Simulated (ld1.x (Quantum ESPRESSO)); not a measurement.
# Tb (Z = 65): excitation energies, all-electron against TM

| Item | Value |
| --- | --- |
| Element | Tb (Z = 65) |
| Generator | ld1.x (Quantum ESPRESSO) 7.5 |
| Type | norm-conserving Troullier–Martins (Kleinman–Bylander form) |
| Functional | PW91 |
| Relativity | scalar-relativistic |
| Frozen core | [Kr] 4d10 |
| Valence charge | 19 |
| Reference configuration | 4f9 5s2 5p6 5d0 6s2 6p0 |
| Partial waves | 5p (bound): rc 1.70 bohr; 5d (bound, empty): rc 2.55 bohr; 4f (bound): rc 1.50 bohr; 5s (bound): rc 1.85 bohr |
| Local potential | the s channel |
| Core correction | none |

Occupied shells without a wave of their own: 6s. They enter only through the test configuration that unscreens the potential.

Energies are relative to the spin-unpolarised reference configuration 4f9 5s2 5p6 5d0 6s2 6p0; without spin polarisation the order of configurations can differ from experiment. Not all tests gave a result: 1 of 7 tests not solved or not reliable. Left out of the table: 4f9 5s2 5p6 5d0 6s1 6p1 (pseudo-atom not self-consistent, printed error -3.5 eV). The frozen-core shift is the all-electron ΔE with the core orbitals held at their reference shape minus the fully relaxed ΔE.

| valence configuration | charge | ΔE all-electron (eV) | error AE − PS (meV) | frozen-core shift (meV) |
| --- | --- | --- | --- | --- |
| 4f9 5s2 5p6 5d0 6s1 6p0 | +1 | 6.199 | -515 | +3.1 |
| 4f9 5s2 5p6 5d0 6s0 6p0 | +2 | 17.760 | -1400 | +7.9 |
| 4f8 5s2 5p6 5d0 6s2 6p0 | +1 | 10.116 | +300 | +22 |
| 4f9 5s2 5p6 5d0 6s1.5 6p0 | +0.5 | 2.471 | -220 | +1.3 |

Task: What are ΔE and the potential's error for 4f8 5s2 5p6 5d0 6s0 6p0?

Result: ΔE = 43.158 eV all-electron; the error (AE − PS) is -2275 meV.

Task: What are ΔE and the potential's error for 4f8 5s2 5p6 5d1 6s2 6p0?

Result: ΔE = 4.113 eV all-electron; the error (AE − PS) is +144 meV.

ld1.x printed “convergence not achieved” for 6 of the counted tests; their residual had stalled under 1e-8, short of the target of 1e-14. The 6s level has no wave, so the channel is fitted at the deeper level alone: the likely source of the large errors.

The potential misses its own reference levels by up to 0.4 eV.
